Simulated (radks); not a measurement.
Results of a calculation; reference values are marked as such.
Problem. Species: Ti2+. Configuration: [Ar] 3d2 (the NIST ground configuration). Code: a radial shooting solver on a logarithmic mesh with Libxc functionals. Model: scalar-relativistic Kohn-Sham, PBE, spin-unpolarised, spherical densities, point nucleus. Some entries of the table are withheld. Estimate them.

| orbital | occ. | eigenvalue (eV) | <r> (bohr) | <1/r> (bohr^-1) |
|---|---|---|---|---|
| 1s | 2 | -4885.128 | 0.06959 | 21.80 |
| 2s | 2 | -552.8315 | 0.3249 | 4.548 |
| 2p | 6 | -460.1838 | 0.2899 | 4.451 |
| 3s | 2 | -78.5497 | 1.007 | (1) |
| 3p | 6 | (2) | (3) | 1.264 |
| 3d | 2 | (4) | 1.434 | (5) |

Solution. 
(1) 3s <1/r> (bohr^-1): 1.395
(2) 3p eigenvalue (eV): -54.7649
(3) 3p <r> (bohr): 1.083
(4) 3d eigenvalue (eV): -19.6800
(5) 3d <1/r> (bohr^-1): 0.9235
